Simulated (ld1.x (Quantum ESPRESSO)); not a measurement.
**P: ultrasoft pseudisation with PBE, fully relativistic reference atom.**

ld1.x (Quantum ESPRESSO) 7.5 input, shortened:

```
&input
   title='P', zed=15., rel=2, dft='PBE', iswitch=3,
   config='[Ne] 3s2 3p3', rel_dist='average'
 /
 &inputp
   pseudotype=3, tm=.true., lloc=-1, rcloc=1.15,
   nlcc=.false.,
   which_augfun='PSQ', rmatch_augfun_nc=.true.
 /
4
3S  1  0   2.00   0.00  1.30  1.55  0.0
3S  1  0   0.00  -0.40  1.30  1.55  0.0
3P  2  1   3.00   0.00  1.65  1.95  0.0
3P  2  1   0.00   4.75  1.65  1.95  0.0
 &test
   configts(1)='3s2 3p3'
 /
```

Open shells are filled in proportion to 2j + 1 (rel_dist='average').

- Cutoffs needed: 15 Ry and 21 Ry (the cutoffs (Ry, on a coarse ladder) from which the occupation-weighted sum of valence levels, in a spherical-Bessel basis at the reference potential, stays within 10 and 1 mRy of its value at 400 Ry)
- Ghost test: no extra level below or beside the all-electron valence levels (s, p1/2, p3/2, d, f tested) (spherical-Bessel basis up to 400 Ry, 20 bohr box)
- Largest excitation error: +124 meV (all-electron minus pseudo) for 3s1 3p0, out of 7 test configurations
- Lowest eigenvalue of the overlap operator: 0.42 (s channel)
- Density cutoff estimated by the generator: 122 Ry
